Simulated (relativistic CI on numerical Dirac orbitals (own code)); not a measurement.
# Pb²⁴⁺: q coefficients and field-shift factors

Calculated at this level of theory: Dirac-Coulomb-Breit CI, KLI orbitals optimised for each configuration, derivatives by finite differences, unscaled Slater integrals, QED left out (own radial code, finite nucleus).

Configurations in the expansion (outside the closed core [Ar] 3d10 4s2): 4p6.4d10.4f12, 4p6.4d10.4f11.5s, 4p6.4d10.4f10.5s2, 4p6.4d10.4f11.5p, 4p6.4d9.4f13, 4p6.4d10.4f11.5d, 4p6.4d8.4f14, 4p5.4d10.4f13. Levels of other configurations are missing.

With x = (α/α₀)² − 1 an excitation energy changes as ω = ω₀ + qx; K = 2q/ω₀ is the relative enhancement. Terms are leading LS components, so labels can repeat. The field-shift factor is F = δν/δ⟨r²⟩ for the transition from the lowest level.

Lowest level 4p6.4d10.4f12 3H_6.

| Level | ω₀ (cm⁻¹) | q (cm⁻¹) | K | F (GHz/fm²) |
| --- | --- | --- | --- | --- |
| 4p6.4d10.4f12 3F_4 | 10537 | -1624 | -0.308 | 0.0644 |
| 4p6.4d10.4f12 3H_5 | 38971 | 37290 | 1.91 | 2.65 |
| 4p6.4d10.4f12 1D_2 | 41298 | 6115 | 0.296 | 0.943 |
| 4p6.4d10.4f12 3H_4 | 49574 | 38400 | 1.55 | 2.87 |
| 4p6.4d10.4f12 3F_3 | 53161 | 37720 | 1.42 | 2.88 |
| 4p6.4d10.4f12 3P_2 | 83999 | 37960 | 0.904 | 3.36 |
| 4p6.4d10.4f12 3H_4 | 86528 | 75310 | 1.74 | 5.48 |
| 4p6.4d10.4f12 3P_0 | 92667 | 10960 | 0.236 | 2.11 |
| 4p6.4d10.4f12 1I_6 | 98387 | 33540 | 0.682 | 3.35 |
| 4p6.4d10.4f12 3P_1 | 106518 | 37790 | 0.71 | 3.69 |
| 4p6.4d10.4f12 1D_2 | 122955 | 68220 | 1.11 | 5.61 |
| 4p6.4d10.4f12 1S_0 | 202466 | 63120 | 0.623 | 6.99 |
| 4p6.4d10.4f11.5s 5I°_8 | 519767 | -637600 | -2.45 | 1210 |
| 4p6.4d10.4f11.5s 3I°_7 | 533785 | -631600 | -2.37 | 1210 |
| 4p6.4d10.4f11.5s 5F°_5 | 554207 | -639300 | -2.31 | 1210 |
| 4p6.4d10.4f11.5s 5I°_6 | 557788 | -622200 | -2.23 | 1210 |
| 4p6.4d10.4f11.5s 3H°_4 | 561142 | -634600 | -2.26 | 1210 |
| 4p6.4d10.4f11.5s 5I°_7 | 563172 | -601600 | -2.14 | 1210 |
| 4p6.4d10.4f11.5s 5I°_5 | 564821 | -622600 | -2.2 | 1210 |
| 4p6.4d10.4f11.5s 3I°_6 | 568615 | -609100 | -2.14 | 1210 |
| 4p6.4d10.4f11.5s 5S°_2 | 572484 | -635100 | -2.22 | 1210 |
| 4p6.4d10.4f11.5s 3D°_1 | 578257 | -636400 | -2.2 | 1210 |
| 4p6.4d10.4f11.5s 5I°_4 | 586219 | -596100 | -2.03 | 1210 |

At this charge transitions that keep the count of f electrons are usually good to a few per cent. Terms inside the open d or f shell come out 10 to 20 % too wide with unscaled integrals. Levels that differ in their count of f electrons can be misplaced by several ten thousand cm⁻¹, since the correlation energy of f electrons is missing or only estimated; rates across such gaps can be off by orders of magnitude.
